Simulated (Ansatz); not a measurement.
Question: Name a neutral molecule of B, C, O, S and H with LUMO energy (ωB97M-V/def2-TZVPP) between 1.00 and 1.30 eV and HOMO energy (PBE0/def2-TZVPP) between -8.30 and -8.00 eV (Ansatz, PBE0-D4/def2-TZVP geometry).

Answer: `BCSBO` (1.05 eV, -8.15 eV). Other molecules can fit too; these were computed, each in one conformer that needn't be the lowest.
